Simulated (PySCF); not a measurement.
Compound: C6H8O2.
SMILES with atom numbers: `[CH2:1]=[CH:2][O:3]/[CH:4]=[C:5](\[CH3:6])[CH:7]=[O:8]` (hydrogens: H9, H10 on C1; H11 on C2; H12 on C4; H13, H14, H15 on C6; H16 on C7)

Computed by this run: PBE0-D3(BJ)/def2-SVP geometry optimisation, gas phase (PySCF); density fitting, grid level 1; the optimiser is geomeTRIC in internal coordinates, started from a GFN2-xTB structure.

Step 0: E = -10425.5536 eV
```
atom  x, y, z in Å  |  force x, y, z in eV/Å
C1     -3.1205   -0.0430   -0.1837    0.170   0.026  -0.002
C2     -1.9551   -0.6544   -0.0459    0.109   0.144  -0.028
O3     -0.7835    0.0243   -0.1621    0.129  -0.103   0.016
C4      0.3739   -0.6346   -0.0260    0.166   0.133  -0.028
C5      1.5614   -0.0050   -0.1083   -0.154   0.743  -0.101
C6      1.6736    1.4683   -0.3546   -0.066  -0.515   0.136
C7      2.7847   -0.7762    0.0449   -0.030  -0.210   0.029
O8      3.9042   -0.3240    0.0156    0.084   0.128  -0.010
H9     -4.0414   -0.5847   -0.0906   -0.501  -0.428   0.077
H10    -3.1726    1.0101   -0.3918    0.014   0.645  -0.125
H11    -1.8694   -1.7166    0.1639    0.131  -0.359   0.073
H12     0.3124   -1.7053    0.1580   -0.100  -0.356   0.052
H13     2.6693    1.8010   -0.0735    0.356   0.143   0.073
H14     0.9233    2.0108    0.2155   -0.271   0.269   0.170
H15     1.5210    1.6872   -1.4107   -0.042   0.167  -0.405
H16     2.6160   -1.8615    0.2008    0.003  -0.428   0.073
```

Step 1: E = -10425.5949 eV
```
atom  x, y, z in Å  |  force x, y, z in eV/Å
C1     -3.1304   -0.0583   -0.1696   -0.096   0.039  -0.004
C2     -1.9544   -0.6679   -0.0691    0.082  -0.074   0.033
O3     -0.7866    0.0148   -0.2114   -0.011   0.023  -0.018
C4      0.3788   -0.6220   -0.0546   -0.064  -0.018   0.038
C5      1.5574    0.0288   -0.1148    0.023  -0.177  -0.004
C6      1.6946    1.4923   -0.3631   -0.009   0.102  -0.039
C7      2.7566   -0.7936    0.0760    0.060   0.081  -0.008
O8      3.8871   -0.3650    0.0697   -0.031  -0.038   0.001
H9     -4.0514   -0.6291   -0.0427    0.050   0.011  -0.025
H10    -3.1916    1.0133   -0.3738   -0.004  -0.028   0.013
H11    -1.8426   -1.7409    0.1354   -0.010   0.047  -0.006
H12     0.3181   -1.7033    0.1355    0.029   0.044  -0.014
H13     2.7237    1.8042   -0.1364   -0.024  -0.016   0.007
H14     0.9876    2.0715    0.2498    0.021  -0.005  -0.011
H15     1.4894    1.7385   -1.4187    0.013  -0.009   0.038
H16     2.5611   -1.8868    0.2393   -0.027   0.020   0.000
```

Task: Estimate the geometry and energy of step 2. (The exact step hangs on the optimiser's Hessian estimate; all steps are aligned on step 1, rigid shifts and turns removed.)

Result: E = -10425.5936 eV, largest force 0.166 eV/Å
```
atom  x, y, z in Å  |  force x, y, z in eV/Å
C1     -3.1465   -0.0796   -0.1703    0.045   0.027  -0.002
C2     -1.9557   -0.6604   -0.0628    0.018  -0.075  -0.021
O3     -0.7963    0.0370   -0.2005    0.050   0.112   0.014
C4      0.3721   -0.5948   -0.0459   -0.027  -0.114   0.010
C5      1.5594    0.0391   -0.1144    0.011   0.102  -0.026
C6      1.7165    1.5025   -0.3651   -0.010   0.027  -0.012
C7      2.7481   -0.7978    0.0717    0.023  -0.162   0.030
O8      3.8921   -0.4083    0.0601   -0.101   0.115  -0.023
H9     -4.0475   -0.6828   -0.0623   -0.006   0.010   0.009
H10    -3.2385    0.9905   -0.3657   -0.006  -0.005  -0.007
H11    -1.8257   -1.7312    0.1353   -0.012  -0.005   0.005
H12     0.3106   -1.6750    0.1421    0.019  -0.013   0.008
H13     2.7503    1.7972   -0.1405    0.004   0.005   0.006
H14     1.0217    2.0934    0.2494    0.005   0.001   0.002
H15     1.5131    1.7510   -1.4193    0.008  -0.003   0.001
H16     2.5236   -1.8843    0.2398   -0.020  -0.023   0.005
```

The energy changes by +0.0013 eV. The first-order estimate −F·Δx gives -0.0043 eV and the mean of the old and new forces, exact on a quadratic surface, +0.0011 eV. The step makes an angle of 84° with the force vector and moves no atom by more than 0.057 Å. The energy falls at the start of this step and ends higher, so the step passed the lowest point of its straight line.

The cost below is that of the whole optimisation. The run took 91 s of wall time on one thread, Arm Neoverse N1 (aarch64), shared host with 64 logical CPUs at a one-minute load of 62, and the process peaked at 0.64 GiB of memory.
